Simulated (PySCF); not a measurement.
**Spinor energies of Sr⁻ (strontium, charge -1)**

Start: [Kr] 4d1 5s2; 4d5/2 filled at m_j = +5/2. Calculated with PySCF 2.14 in x2c-SVPall-2c with one added diffuse shell each of s, d type (7s7p7d1f, 70 functions): generalised Hartree-Fock with the X2C-1e Hamiltonian and a Gaussian nucleus; one run each with spin-orbit coupling (SO) screened by Boettger's factors, then bare. This is a chosen level, not necessarily the ground level.

```
spinor shell  electrons  ε, screened SO (eV)  ε, bare SO (eV)  weight of nominal j (bare SO)  rms radius, bare SO (bohr)
       1s1/2          2             -16192.2         -16192.1                          1.000                      0.0451
       2s1/2          2              -2257.9          -2257.9                          1.000                       0.187
       2p1/2          2              -2048.3          -2051.0                          1.000                       0.163
       2p3/2          4              -1978.6          -1977.4                          1.000                       0.168
       3s1/2          2              -377.23          -377.22                          1.000                       0.524
       3p1/2          2              -299.06          -299.50                          1.000                       0.527
       3p3/2          4              -287.89          -287.70                          1.000                       0.538
       3d3/2          4              -150.90          -151.31                          1.000                       0.544
       3d5/2          6              -148.98          -148.71                          1.000                       0.549
       4s1/2          2              -50.770          -50.770                          1.000                        1.46
       4p1/2          2              -28.437          -28.484                          1.000                        1.67
       4p3/2          4              -27.221          -27.200                          1.000                        1.69
       5s1/2          2               -2.628           -2.629                          1.000                        4.96
       4d5/2          1                0.906            0.906                          1.000                        13.0
```

| quantity | screened SO | bare SO |
| --- | --- | --- |
| E (hartree) | -3177.11266 | -3177.14089 |
| M_J | 5/2 | 5/2 |
| ⟨J²⟩ | 8.755 | 8.755 |
| ⟨L²⟩ | 6.009 | 6.010 |
| ⟨S²⟩ | 0.756 | 0.756 |

The configuration of this anion was assumed by filling the next shell in order. It is not the known or likely ground configuration (Ca⁻, Sr⁻ and Ba⁻, for instance, bind a p electron), so these values are not the electron affinity of the element. At GHF the highest occupied level has a positive energy, so only the finite basis holds that electron.

The basis lacks diffuse functions for the outer shell of this anion, so its levels lie too high.

Breit and QED terms are absent; they matter most for the inner s and p1/2 levels.

Densities and radii are taken from the X2C orbitals without a picture-change correction, which distorts them close to the nucleus.
